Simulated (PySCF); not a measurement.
# Dipole response of Mg²⁺ (magnesium, charge +2)

[Ne], closed-shell 1S. All numbers are calculated (PySCF 2.14, the spin-free X2C one-electron Hamiltonian (Gaussian nucleus), in dyall-av3z). Coupled (time-dependent) response in atomic units; α is the mean over directions.

```csv
method,mean α (bohr³),C₆ (like pair),S(−4)
UHF,0.4696,0.5581,0.05229
PBE,0.5131,0.6218,0.06795
PBE0,0.4993,0.6016,0.06257
M06-2X,0.4932,0.5895,0.06066
BHandHLYP,0.4891,0.5858,0.05916
```

S(−4) is the Cauchy moment in α(ω) = α(0) + S(−4) ω² + …

α(iu) at M06-2X:

| u (hartree) | α(iu) (bohr³) |
| --- | --- |
| 0 | 0.4932 |
| 0.0500 | 0.4930 |
| 0.100 | 0.4926 |
| 0.200 | 0.4908 |
| 0.300 | 0.4878 |
| 0.500 | 0.4786 |
| 0.750 | 0.4620 |
| 1.00 | 0.4411 |
| 1.50 | 0.3930 |
| 2.00 | 0.3440 |
| 3.00 | 0.2597 |
| 5.00 | 0.1540 |

A single London oscillator, α(iu) = α/(1 + u²/ω²), gives C₆ = (3/4) ω α². Matching the computed C₆ needs ω = 4 × 0.5895 / (3 × 0.4932²) = 3.23 hartree.

For an ion, C₆ is the dispersion term alone; charge-induced terms of lower order in 1/R come first.
